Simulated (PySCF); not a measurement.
# Chlorine: a sound run and one with changed settings

Sound run: Cl⁺ [Ne] 3s2 3p4, Cl²⁺ [Ne] 3s2 3p3. All numbers are calculated (PySCF 2.14, the non-relativistic Hamiltonian (point nucleus), in 6-31G*). In the sound run the correlated levels freeze [Ne]. The sound run starts from symmetry-adapted Hartree-Fock orbitals and uses a fine grid where one is needed.

Changed run: all electrons correlated in a basis built for the valence shell.

| species | method | sound run (hartree) | changed run (hartree) | converged |
| --- | --- | --- | --- | --- |
| Cl⁺ | MP2 | -459.09745 | -459.10312 | yes |
| Cl⁺ | CCSD(T) | -459.11733 | -459.12243 | yes |
| Cl²⁺ | MP2 | -458.25727 | -458.26279 | yes |
| Cl²⁺ | CCSD(T) | -458.27692 | -458.28194 | yes |

Ionisation energy of Cl⁺:

| method | sound run (eV) | changed run (eV) |
| --- | --- | --- |
| UHF | 22.497 | 22.497 |
| MP2 | 22.863 | 22.867 |
| SCS-MP2 | 22.888 | 22.893 |
| CCSD | 22.859 | 22.861 |
| CCSD(T) | 22.869 | 22.871 |

A valence basis has no tight correlating functions, so it recovers only part of the core correlation, and not evenly between atom and ion.

For comparison, NIST gives 23.814 eV between the lowest levels.
